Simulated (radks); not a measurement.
Charge is removed step by step from the 2p3/2 level of neutral selenium, starting from [He] 2s2 2p(1/2: 2, 3/2: 4) 3s2 3p6 3d10 4s2 4p4. Method: Dirac Kohn-Sham, LDA (Slater exchange, Perdew-Wang correlation), spin-unpolarised, spherical densities, point nucleus; open shells fill j = l - 1/2 first; computed with a radial shooting solver on a logarithmic mesh with Libxc functionals.

removed (e)  E - E(0) (eV)  eigenvalue (eV)  E minus straight line (eV)
0                    0.000          -1398.6                       0.000
0.25                352.08          -1418.1                      -7.448
0.5                 709.07          -1437.9                      -9.982
0.75                1071.0          -1458.0                      -7.525
1                   1438.1          -1478.4                       0.000

Removing the whole electron costs 1438.1 eV by Delta-SCF, against 1398.6 eV from minus the eigenvalue at the starting occupation. Slater's transition state (half an electron removed) gives 1437.9 eV. Integrating minus the eigenvalue over the occupation (Janak's theorem) gives 1438.1 eV. The mean slope of the eigenvalue, de/dn, is 79.8 eV per electron.
